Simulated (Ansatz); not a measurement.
The inner images of a band of Cl₂F₃H₂STa (9 atoms, charge 0, multiplicity 1) are given out of order.

These are results of RKS B3LYP-D4/def2-SVP (Ansatz 0.2.0), not measurements.

Image 0:

```xyz
9
Properties=species:S:1:pos:R:3
Ta -0.084 -0.025 -0.156
F 1.746 0.463 -0.208
F 0.324 -0.846 1.504
Cl -0.183 0.390 -2.461
F -0.810 1.561 0.480
Cl -2.014 -1.356 -0.252
S 1.093 -2.458 -1.054
H 1.194 -3.037 0.166
H 2.378 -2.029 -1.035
```

Image 6:

```xyz
9
Properties=species:S:1:pos:R:3
Ta -0.264 -0.469 -0.262
F 2.046 0.111 -0.305
F 0.227 -1.108 1.446
Cl -0.242 0.123 -2.520
F -0.184 1.310 0.322
Cl -2.455 -1.081 -0.117
S 1.009 -2.457 -1.071
H 1.205 -3.020 0.146
H 2.302 -0.747 -0.656
```

Question: Put them in order from the first end to the last, with their energies above the first end.
A.
```xyz
9
Properties=species:S:1:pos:R:3
Ta -0.121 -0.111 -0.159
F 1.731 0.339 -0.209
F 0.258 -1.048 1.444
Cl -0.227 0.212 -2.479
F -0.612 1.558 0.488
Cl -2.217 -1.155 -0.170
S 1.172 -2.465 -1.081
H 1.398 -3.004 0.141
H 2.261 -1.664 -0.992
```
B.
```xyz
9
Properties=species:S:1:pos:R:3
Ta -0.150 -0.267 -0.211
F 1.801 0.175 -0.272
F 0.222 -1.121 1.437
Cl -0.270 0.144 -2.510
F -0.360 1.459 0.420
Cl -2.313 -1.130 -0.146
S 1.256 -2.399 -1.088
H 1.420 -2.954 0.137
H 2.038 -1.243 -0.784
```
C.
```xyz
9
Properties=species:S:1:pos:R:3
Ta -0.131 -0.181 -0.170
F 1.740 0.274 -0.254
F 0.269 -1.117 1.428
Cl -0.301 0.166 -2.481
F -0.488 1.513 0.488
Cl -2.262 -1.144 -0.107
S 1.230 -2.435 -1.117
H 1.447 -2.972 0.107
H 2.140 -1.442 -0.911
```
D.
```xyz
9
Properties=species:S:1:pos:R:3
Ta -0.201 -0.351 -0.235
F 1.919 0.059 -0.314
F 0.212 -1.104 1.446
Cl -0.251 0.151 -2.512
F -0.260 1.407 0.382
Cl -2.362 -1.102 -0.149
S 1.185 -2.409 -1.075
H 1.375 -2.968 0.145
H 2.027 -1.020 -0.705
```
E.
```xyz
9
Properties=species:S:1:pos:R:3
Ta -0.107 -0.062 -0.151
F 1.734 0.401 -0.178
F 0.268 -0.948 1.481
Cl -0.167 0.288 -2.470
F -0.728 1.572 0.475
Cl -2.133 -1.239 -0.231
S 1.118 -2.470 -1.051
H 1.330 -3.012 0.173
H 2.330 -1.867 -1.065
```

Answer: E (+0.01 eV), A (+0.08 eV), C (+0.25 eV), B (+0.63 eV), D (+0.99 eV).

Time of the run: 5.5 min on 4 threads of Arm Neoverse V1, on a shared host, peak memory 0.48 GiB.
